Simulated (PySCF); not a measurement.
## Electron correlation in Ti³⁺ (titanium, charge +3)

[Ar] 3d1, 2D determinant. All numbers are calculated (PySCF 2.14, scalar relativity by spin-free X2C-1e, in x2c-QZVPPall). Frozen: [Ne]; 9 electrons correlated.

MP2 pair energies summed by pair of shells (mhartree):

```csv
pair,energy,share (%)
3p-3p,-144.29,61.8
3p-3d,-37.74,16.2
3s-3p,-36.81,15.8
3s-3s,-7.91,3.4
3s-3d,-6.85,2.9
```

Total MP2 correlation energy: -233.60 mhartree.

Same-spin part -59.84 and opposite-spin part -173.77 mhartree; SCS-MP2 scales them by 1/3 and 6/5 to -228.46 mhartree.

This basis was not built for core-valence correlation, so the inner-shell part is incomplete.
